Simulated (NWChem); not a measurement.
System: C₄H₃N₂, doublet; SMILES c1cnc[c]n1

Program: NWChem. Spin-unrestricted. In the optimisation the excess spin sits in a' (Cs, its own frame). Structure relaxed at the PBE0/def2-SVP, spin-unrestricted level. No stability test was run on the SCF state. Total energies compare along this basis series because the functional is fixed.

```csv
level,basis functions,energy (Ha),highest occupied level (eV),"lowest empty minus highest occupied level, either spin (eV)",dipole (D),relative time
PBE0/3-21G,60,-261.8592,-6.19,4.29,1.49,1
PBE0/pcseg-1,99,-263.2759,-6.63,4.35,1.39,3
PBE0/pcseg-2,222,-263.4224,-6.59,4.33,1.35,30
PBE0/def2-TZVPP,228,-263.4268,-6.56,4.35,1.33,20
```

Times are rough ratios from one shared machine.
